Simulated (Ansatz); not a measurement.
Calculated with Ansatz (gas phase, PBE0-D4/def2-TZVP geometries, no zero-point term in ΔE). CCSD(T)/CBS adds triple-zeta CCSD(T) − MP2 to the extrapolated MP2 energy (def2 sets, frozen cores). Each species was taken in one conformer, which may not be the lowest.

Consider the substitution at a C–B bond: `CB(O)CO` + `C=C(O)S` → `C=C(O)SC` + `OBCO`.

```json
{"species": "`CB(O)CO`", "CCSD(T)/CBS(def2) energy (Eh)": "-255.51721"}
{"species": "`C=C(O)S`", "CCSD(T)/CBS(def2) energy (Eh)": "-551.42826"}
{"species": "`C=C(O)SC`", "CCSD(T)/CBS(def2) energy (Eh)": "-590.68822"}
{"species": "`OBCO`", "CCSD(T)/CBS(def2) energy (Eh)": "-216.24147"}
```

(1) Work out ΔE.

Largest T1 diagnostic among the species: 0.012.

## Answers

(1) ΔE = (-590.68822) + (-216.24147) − (-255.51721) − (-551.42826) = 0.01578 Eh = +9.9 kcal/mol.
